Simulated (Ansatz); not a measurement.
Input for Ansatz (a first-principles code): R-wB97M-V/def2-TZVPP on BeH2O2 (SMILES [OH][Be][OH]), atoms moved off the minimum.

Ansatz 0.2 input:
```yaml
crystal:
  periodic: [false, false, false]
  atoms:
    - {symbol: Be, position_ang: [0.05135630, -0.04774838, 0.06679318]}
    - {symbol: O, position_ang: [0.88662252, 0.24812841, -1.16288179]}
    - {symbol: H, position_ang: [1.73253579, 0.02187149, -1.17331352]}
    - {symbol: O, position_ang: [-0.94639882, -0.07512363, 1.08871465]}
    - {symbol: H, position_ang: [-1.50881538, -0.81701737, 1.43992630]}
basis:
  gaussian:
    orbitals: def2-TZVPP
hamiltonian:
  xc: {name: wB97M-V}
scf: {lower_state_search: off}
output: {forces: true}
```

It printed:

```
WARN ansatz: RAYON_NUM_THREADS=1 ignored (pool sized by the plan → 1); use --threads N
Functional definition: wB97M-V
these checks for a lower state are left out or cut short: stability, starts, cluster_reference, orbital_swaps, neighbouring_geometries, increment
integrals: 0.03 GiB planned
561 factors; their error is unknown
integrals: 0.07 GiB planned
159 factors; integrals over basis functions are off by at most 3.9e-5 eV
mean field: 0.34 GiB planned
mean field evaluation 1: about -4523.5267 eV, gradient 6.9e1 eV
mean field evaluation 2: about -4520.7231 eV, gradient 8.3e1 eV
mean field evaluation 4: about -4531.3780 eV, gradient 6.9e-1 eV
mean field evaluation 8: about -4531.3798 eV, gradient 2.6e-2 eV
mean field evaluation 16: about -4531.3845 eV, gradient 8.7e-5 eV
mean field -4531.38448587 eV, -166.5253083728 hartree, gradient 3.3e-6 eV, S^2 0.000000; 0 other end points of the search recorded, 0 dependent functions left out
the calculation of the forces begins
reference -4531.38453765 eV, -166.5253102758 hartree; 11, 11 occupied and 98, 98 virtual orbitals, 561 factors
Total energy: -4531.38453765 eV, -166.5253102758 hartree
Atom 0 at     0.051356    -0.047748     0.066793 Å, force     0.565656     0.589326    -1.649343 eV/Å
Atom 1 at     0.886623     0.248128    -1.162882 Å, force    -6.372177     0.880991     1.878141 eV/Å
Atom 2 at     1.732536     0.021871    -1.173314 Å, force     5.583437    -1.400529    -0.249792 eV/Å
Atom 3 at    -0.946399    -0.075124     1.088715 Å, force    -1.024374    -1.633043     0.820916 eV/Å
Atom 4 at    -1.508815    -0.817017     1.439926 Å, force     1.247459     1.563255    -0.799921 eV/Å
Dipole moment:     0.127475    -0.424128     0.233086 e Å
Checks for a lower state left out: stability, starts, cluster_reference, orbital_swaps, neighbouring_geometries, increment
```

Self-consistency was reached.

Cost: very roughly 2.7 core-seconds.
